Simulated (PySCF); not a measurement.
Level of theory: TPSSh-D3(BJ)/def2-TZVP // TPSS-D3(BJ)/def2-SVP (PySCF 2.14.0). Gas-phase values, no solvent. 

Reference species: [W(=O)2(Cl)2] (neutral, multiplicity 1).

```
Property                               Result
-------------------------------------  ------
dipole moment                          1.93 D
coordination number                         4
charge on the central atom (Mulliken)  1.39 e
```

Changed species: [V(=O)(Cl)3] (M = V, oxo; the reference has M = W, dioxo).

### Question
What does the change do to the dipole moment, coordination number and charge on the central atom (Mulliken)?

### Answer
the dipole moment falls by 1.29 D, to 0.64 D; the coordination number stays essentially unchanged; the charge on the central atom (Mulliken) decreases by 0.25 e, to 1.14 e.
